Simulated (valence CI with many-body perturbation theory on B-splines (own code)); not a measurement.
# Forbidden lines of Re43+

Computed by configuration interaction combined with many-body perturbation theory (CI+MBPT): four valence electrons over a frozen Dirac-Fock core [Ar] 3d10, a basis of 11 s, 11 p, 9 d, 7 f, 5 g, 2 h, 1 i functions for each j, with the one-electron correlation potential Σ1 (screened to all orders), the two-electron term Σ2, the three-electron term Σ3, Breit, model QED; selected single and double excitations, second order for the rest (own B-spline code, finite nucleus).

No measured spectrum was set against this ion. As an estimate, large intervals hold to a few tenths of a per cent, small ones and those within an open d or f shell to about a per cent.

Lines 1 to 13 of 13 in falling wavelength, among levels below 38.055 Ry, chosen from the decays that carry over 1 % of a level's rate. Wavelengths and rates use the calculated energies. Electric multipoles are in the length gauge, E1 and E2 with the static RPA response of the core. Weak lines are less certain than strong ones. Lines between different terms over intervals too small for the method are left out, as are lines whose strength nearly cancels.

Levels are named by their leading jj configuration (3d3/2^4 stands for four electrons in 3d with j = 3/2), which in mixed levels can hold well under half, so a name can repeat and another be missing.

```
λ vac (Å)                   Upper                   Lower  Type   A (s⁻¹)  Branch %
    159.1  (4s^2 4p3/2 4d5/2) J=4  (4s 4p1/2 4p3/2^2) J=3    M1  7.02e+05      13.4
    127.7  (4s^2 4p3/2 4d5/2) J=4  (4s^2 4p1/2 4d5/2) J=3    M1  4.25e+06      81.0
    127.7  (4s^2 4p3/2 4d5/2) J=4  (4s^2 4p1/2 4d5/2) J=3    E2  6.49e+04       1.2
    125.6  (4s^2 4p1/2 4p3/2) J=1      (4s^2 4p1/2^2) J=0    M1  6.23e+06     100.0
    123.4  (4s^2 4p3/2 4d5/2) J=4  (4s^2 4p1/2 4d5/2) J=2    E2  8.29e+04       1.6
    121.6      (4s^2 4p3/2^2) J=2  (4s^2 4p1/2 4p3/2) J=2    M1  5.10e+06      46.4
    121.6      (4s^2 4p3/2^2) J=2  (4s^2 4p1/2 4p3/2) J=2    E2  3.63e+05       3.3
    120.3  (4s^2 4p1/2 4p3/2) J=2      (4s^2 4p1/2^2) J=0    E2  1.98e+05      99.9
    116.6      (4s^2 4p3/2^2) J=2  (4s^2 4p1/2 4p3/2) J=1    M1  5.30e+06      48.2
    116.6      (4s^2 4p3/2^2) J=2  (4s^2 4p1/2 4p3/2) J=1    E2  1.77e+05       1.6
    111.2      (4s^2 4p3/2^2) J=0  (4s^2 4p1/2 4p3/2) J=2    E2  7.62e+05       5.6
    107.1      (4s^2 4p3/2^2) J=0  (4s^2 4p1/2 4p3/2) J=1    M1  1.28e+07      94.4
    67.12  (4s^2 4p3/2 4d5/2) J=4  (4s 4p1/2^2 4p3/2) J=2    E2  8.68e+04       1.7
```
